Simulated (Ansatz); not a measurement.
Mulliken charges of Br3HSi, SMILES `Br[SiH](Br)Br` from r2SCAN/def2-TZVPP in Ansatz (PBE0-D4/def2-TZVP geometry).

| atom | x (Å) | y (Å) | z (Å) | charge (e) |
| --- | --- | --- | --- | --- |
| Br1 | 1.171 | -1.220 | 1.355 | -0.162 |
| Si2 | -0.086 | 0.043 | 0.067 | 0.523 |
| Br3 | 1.139 | 1.611 | -0.869 | -0.162 |
| Br4 | -1.045 | -1.185 | -1.483 | -0.162 |
| H5 | -1.129 | 0.677 | 0.889 | -0.036 |

Q: By hand: the dipole of these point charges (1 e Å = 4.8032 D).

A: Σ q r = (-0.209, 0.127, 0.165) e Å, of length 0.295 e Å = 1.42 D.

Q: How does the dipole of the full density compare? (Estimate.)

A: Ansatz gave: (-0.092, 0.056, 0.072) e Å, 0.62 D; the point charges give 2.29 times that, at 0° from its direction.

Point charges leave out the atoms' own dipoles, such as those of lone pairs, and Mulliken's split depends on the basis, so the two needn't agree.
